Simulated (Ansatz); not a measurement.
A nudged elastic band was laid between two geometries of CH$_{4}$AlFS (8 atoms, charge 0, multiplicity 1).

All numbers below come from RKS PBE-D4/cc-pVDZ (Ansatz 0.2.0).

```
movable images  : 7
climbing image  : yes
spring          : 5.0 eV/Å²
optimiser       : fire
start path      : through a guess of the saddle point
force threshold : 0.05 eV/Å
iteration limit : 60
end points      : relaxed
largest step    : 0.02 Å
```

First end point:

```xyz
8
Properties=species:S:1:pos:R:3
C -0.151 1.375 -0.184
Al 0.323 -0.498 0.102
F 1.938 -0.952 0.435
S -1.135 -2.159 0.024
H -1.240 1.493 -0.359
H 0.132 1.989 0.696
H 0.391 1.784 -1.062
H -0.167 -3.088 0.294
```

Last end point:

```xyz
8
Properties=species:S:1:pos:R:3
C -0.134 1.371 -0.220
Al 0.246 -0.485 0.253
F 1.423 -0.868 1.433
S -0.775 -2.215 -0.670
H -0.422 1.954 0.680
H 0.767 1.854 -0.652
H -0.956 1.439 -0.960
H -0.056 -3.106 0.079
```

Q: What changes between the two ends?

A: No bond is made or broken. The dihedral H5–C1–Al2–S4 goes from 2 to 124°. The two ends are copies of one structure, up to a mirror image or an exchange of like atoms.

Q: What energy profile does the band end with?

A: The forces met the threshold. The highest image is number 4 of 0 to 8, 22.5 kJ/mol above the ends, which have the same energy within 2 meV. The order of the stationary point at the top wasn't checked. Another band between the same ends, with other settings, climbed to 0.01 eV only, so this may not be the lowest route.

```json
{"image": "0", "path coordinate (Å)": "0.00", "energy (kJ/mol)": "0.0", "dihedral H5–C1–Al2–S4 (°)": "2"}
{"image": "1", "path coordinate (Å)": "0.58", "energy (kJ/mol)": "1.8", "dihedral H5–C1–Al2–S4 (°)": "23"}
{"image": "2", "path coordinate (Å)": "1.15", "energy (kJ/mol)": "9.0", "dihedral H5–C1–Al2–S4 (°)": "40"}
{"image": "3", "path coordinate (Å)": "1.73", "energy (kJ/mol)": "18.9", "dihedral H5–C1–Al2–S4 (°)": "51"}
{"image": "4", "path coordinate (Å)": "2.31", "energy (kJ/mol)": "22.5", "dihedral H5–C1–Al2–S4 (°)": "58"}
{"image": "5", "path coordinate (Å)": "2.94", "energy (kJ/mol)": "17.9", "dihedral H5–C1–Al2–S4 (°)": "69"}
{"image": "6", "path coordinate (Å)": "3.56", "energy (kJ/mol)": "7.3", "dihedral H5–C1–Al2–S4 (°)": "82"}
{"image": "7", "path coordinate (Å)": "4.19", "energy (kJ/mol)": "1.3", "dihedral H5–C1–Al2–S4 (°)": "101"}
{"image": "8", "path coordinate (Å)": "4.82", "energy (kJ/mol)": "0.0", "dihedral H5–C1–Al2–S4 (°)": "124"}
```

Q: What is the geometry of the highest image?

A: 
```xyz
8
Properties=species:S:1:pos:R:3
C -0.151 1.256 -0.137
Al 0.589 -0.542 0.070
F 2.089 -0.723 0.869
S -0.361 -2.409 -0.705
H -1.164 1.313 0.313
H 0.491 2.031 0.326
H -0.269 1.486 -1.217
H -1.132 -2.471 0.426
```

The band took 43 iterations and of the order of 12 core-minutes.

Run time: 12 min on 1 thread of Arm Neoverse V1, with other jobs on the host, peak memory 0.12 GiB.
